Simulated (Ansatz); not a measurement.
Stepwise reaction of `[NH2][SnH2][NH2]` with ammonia, as a gas-phase model of exchange steps in deposition or etching. ΔE in kJ/mol; ΔG adds harmonic PBE0-D4 terms to CCSD(T)/CBS, at 1 bar.

Computed with Ansatz on PBE0-D4/def2-TZVP structures; ΔE is electronic, products minus reactants. CCSD(T)/CBS is the MP2 limit (def2-TZVPP, def2-QZVPP) plus CCSD(T) − MP2 in def2-TZVPP, frozen cores. This one scheme is used for every species. DFT in def2-TZVPP. B3LYP here is the variant with VWN-RPA as its local correlation; programs differ in this. def2 core potentials past Kr. For Sn outer-core shells are correlated without core-valence functions, which leaves a few kJ/mol of doubt a bond. One conformer a species, not always the lowest.

```json
{"step": "1", "reaction": "`[NH2][SnH2][NH2]` + NH₃ → `[NH2][SnH]([NH2])[NH2]` + H₂", "PBE-D4": "15.6", "B3LYP-D4": "16.1", "ωB97M-V": "16.7", "CCSD(T)/CBS": "10.3", "ΔG(600 K)": "5.3"}
{"step": "2", "reaction": "`[NH2][SnH]([NH2])[NH2]` + NH₃ → `[NH2][Sn]([NH2])([NH2])[NH2]` + H₂", "PBE-D4": "9.2", "B3LYP-D4": "9.2", "ωB97M-V": "10.8", "CCSD(T)/CBS": "4.6", "ΔG(600 K)": "17.3"}
```

**Question.** By hand: ΔE of the 2 steps together at CCSD(T)/CBS.

**Answer.** (10.3) + (4.6) = 14.9 kJ/mol, or 7.5 kJ/mol a step.

In ΔE each step is lower than the one before. ΔG lies between 5.3 and 17.3 kJ/mol a step. PBE-D4 differs from CCSD(T)/CBS by 4.6 to 5.3 kJ/mol a step. Isolated molecules leave out the surface, adducts and barriers. Largest T1 diagnostic: 0.012.
